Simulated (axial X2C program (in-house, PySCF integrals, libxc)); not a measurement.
# HfCl at several levels of theory

All values were computed with an in-house all-electron X2C program for linear molecules (integrals from PySCF). Spin-free means the one-electron spin-free X2C Hamiltonian; two-component (2c) means X2C with spin–orbit coupling and atomic mean-field two-electron Coulomb and Gaunt terms, so the difference of the two also holds small scalar two-electron terms. Basis: Hf dyall-cv3z [13s14p9d7f4g], Cl dyall-av3z [9s8p3d2f] (cores contracted in-house); Gaussian nuclei, density fitting, unrestricted open shells. Masses: Hf 179.947 u, Cl 34.969 u.

State, spin-free: M_S = 1/2, Λ = 2 (beyond evenly filled blocks: δ+α); electrons by block: σα: 18, σβ: 18, π+α: 9, π+β: 9, π-α: 9, π-β: 9, δ+α: 4, δ+β: 3, δ-α: 3, δ-β: 3, φ+α: 1, φ+β: 1, φ-α: 1, φ-β: 1. Fragments: Hf + Cl.

State, 2c: Ω = 3/2 (⟨Sz⟩ = -0.46, ⟨Lz⟩ = 1.96 at PBE0); electrons by block: 1/2: 27, -1/2: 27, 3/2: 13, -3/2: 12, 5/2: 4, -5/2: 4, 7/2: 1, -7/2: 1. Fragments: Hf + Cl.

```json
{"Hamiltonian": "spin-free", "level": "PBE0", "Re (Å)": "2.289", "ωe (cm⁻¹)": "378.8", "ωexe (cm⁻¹)": "1.14", "Be (cm⁻¹)": "0.1099", "αe (cm⁻¹)": "0.000445", "De (eV)": "4.98", "D0 (eV)": "4.96", "μ (D)": "-1.59"}
{"Hamiltonian": "spin-free", "level": "HF", "Re (Å)": "2.372", "ωe (cm⁻¹)": "350.1", "ωexe (cm⁻¹)": "1.02", "Be (cm⁻¹)": "0.1023", "αe (cm⁻¹)": "0.000411", "De (eV)": "4.00", "D0 (eV)": "3.98", "μ (D)": "-1.47"}
{"Hamiltonian": "spin-free", "level": "CCSD", "Re (Å)": "2.318", "ωe (cm⁻¹)": "374.4", "ωexe (cm⁻¹)": "1.08", "Be (cm⁻¹)": "0.1071", "αe (cm⁻¹)": "0.00042", "De (eV)": "4.82", "D0 (eV)": "4.80", "μ (D)": "n/a"}
{"Hamiltonian": "spin-free", "level": "CCSD(T)", "Re (Å)": "2.312", "ωe (cm⁻¹)": "377.3", "ωexe (cm⁻¹)": "1.08", "Be (cm⁻¹)": "0.1077", "αe (cm⁻¹)": "0.00042", "De (eV)": "n/a", "D0 (eV)": "n/a", "μ (D)": "n/a"}
{"Hamiltonian": "spin-free", "level": "LDA", "Re (Å)": "2.245", "ωe (cm⁻¹)": "399.5", "ωexe (cm⁻¹)": "1.22", "Be (cm⁻¹)": "0.1143", "αe (cm⁻¹)": "0.00046", "De (eV)": "5.79", "D0 (eV)": "5.77", "μ (D)": "-1.35"}
{"Hamiltonian": "2c", "level": "PBE0", "Re (Å)": "2.292", "ωe (cm⁻¹)": "377.1", "ωexe (cm⁻¹)": "1.14", "Be (cm⁻¹)": "0.1096", "αe (cm⁻¹)": "0.000445", "De (eV)": "n/a", "D0 (eV)": "n/a", "μ (D)": "-1.61"}
{"Hamiltonian": "2c", "level": "HF", "Re (Å)": "2.374", "ωe (cm⁻¹)": "350.1", "ωexe (cm⁻¹)": "1.01", "Be (cm⁻¹)": "0.1021", "αe (cm⁻¹)": "0.000408", "De (eV)": "n/a", "D0 (eV)": "n/a", "μ (D)": "-1.65"}
{"Hamiltonian": "2c", "level": "CCSD", "Re (Å)": "2.329", "ωe (cm⁻¹)": "366.9", "ωexe (cm⁻¹)": "1.09", "Be (cm⁻¹)": "0.1061", "αe (cm⁻¹)": "0.000425", "De (eV)": "n/a", "D0 (eV)": "n/a", "μ (D)": "n/a"}
{"Hamiltonian": "2c", "level": "CCSD(T)", "Re (Å)": "2.323", "ωe (cm⁻¹)": "369.4", "ωexe (cm⁻¹)": "1.1", "Be (cm⁻¹)": "0.1067", "αe (cm⁻¹)": "0.000427", "De (eV)": "n/a", "D0 (eV)": "n/a", "μ (D)": "n/a"}
{"Hamiltonian": "2c", "level": "LDA", "Re (Å)": "2.247", "ωe (cm⁻¹)": "397.5", "ωexe (cm⁻¹)": "1.21", "Be (cm⁻¹)": "0.114", "αe (cm⁻¹)": "0.000459", "De (eV)": "n/a", "D0 (eV)": "n/a", "μ (D)": "-1.40"}
```

Correlated methods: 19 electrons correlated (number of frozen shells: Hf 4 s, 3 p, 2 d, 1 f; Cl 2 s, 1 p), 315 virtual spin orbitals or spinors in MP2, 110 natural virtuals in coupled cluster.

Dipoles are positive if Cl is the positive end.

One determinant describes the state; a PBE0 search over occupations chose it and may have missed a lower one. Dissociation energies refer to the lowest single-determinant-based atoms at the same level and basis. De is not given where an atomic determinant may have missed its ground term or J level, or where the truncated virtual space spoils (T). Density functionals use the spin component along the axis (collinear). Coupled cluster ran in a truncated set of natural virtual spinors; the MP2 energy of the rest was added. (T) has no such correction and the atoms are truncated less, which lowers De at CCSD(T) by a hundredth of an eV or more. PBE0 can misorder states that lie within some tenths of an eV, so this need not be the ground state of the molecule. The nearest other spin-free determinant of the search, M_S = 1/2, Λ = 1, lies 0.33 eV up at the distance of the search. The functionals have no current-density term, which raises determinants with orbital currents, atoms included. The determinant is spin-polarised beyond a pure state at some levels (its spin-free form has ⟨S²⟩ too high), which makes Re and μ there less reliable.

No reliable constants came from MP2 (2c), MP2 (spin-free): no minimum in range, unconverged points, a curve that is not smooth, a change of character along it, or the two Hamiltonians disagreeing along it.

Rough cost a point (2c) on 1 thread(s) of a shared host, integrals apart: PBE0 1.5 s, HF 1.5 s, CCSD(T) 30 s, LDA 0.4 s.

The whole task took 12 min on 1 thread of AMD EPYC 7B13 (Zen 3), on a shared host.
